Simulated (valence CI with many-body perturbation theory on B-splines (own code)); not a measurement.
## Assign the levels of Nb X

Calculated by configuration interaction combined with many-body perturbation theory (CI+MBPT): four valence electrons over a frozen Dirac-Fock core [Ar] 3d10, radial functions for each j: 11 s, 11 p, 9 d, 7 f, 5 g, 2 h, 1 i, with the one-electron correlation potential Σ1, the two-electron term Σ2, the three-electron term Σ3, Breit, model QED; selected CI, second order for the rest, scaled by the run's own slope (own B-spline code, finite nucleus).

No measured levels were compared; by estimate levels hold to about 250 cm⁻¹ or 0.2 % of their energy and the worst to 1 %, as in measured heavy ions of charge 2 to 7; those with d or f electrons hold less well. Among the levels kept, up to 280 cm⁻¹ of a level comes from second order outside the variational space, and about a tenth of that is noise between levels of different J, which matters for small intervals.

| No. | J | Parity | E (cm⁻¹) | g |
| --- | --- | --- | --- | --- |
| 2 | 1 | even | 14242 | 1.501 |
| 3 | 2 | even | 22830 | 1.363 |
| 4 | 2 | even | 46802 | 1.137 |
| 6 | 2 | odd | 181790 | 1.979 |
| 7 | 1 | odd | 228690 | 0.610 |
| 8 | 2 | odd | 229320 | 1.221 |
| 9 | 3 | odd | 234890 | 1.333 |
| 11 | 1 | odd | 261120 | 1.411 |
| 16 | 2 | odd | 349660 | 0.682 |
| 17 | 3 | odd | 358610 | 1.087 |
| 18 | 4 | odd | 372350 | 1.250 |

Energies count from the lowest level. Strongly mixed levels and levels close to another of their J and parity, and those with J = 0 are left out, so the numbers can have gaps.

Question: Give configuration and LS term of each level.

Answer: 2: 4s2.4p2 3P; 3: 4s2.4p2 3P; 4: 4s2.4p2 1D; 6: 4s.4p3 5S°; 7: 4s.4p3 3D°; 8: 4s.4p3 3D°; 9: 4s.4p3 3D°; 11: 4s.4p3 3P°; 16: 4s2.4p.4d 3F°; 17: 4s2.4p.4d 3F°; 18: 4s2.4p.4d 3F°.
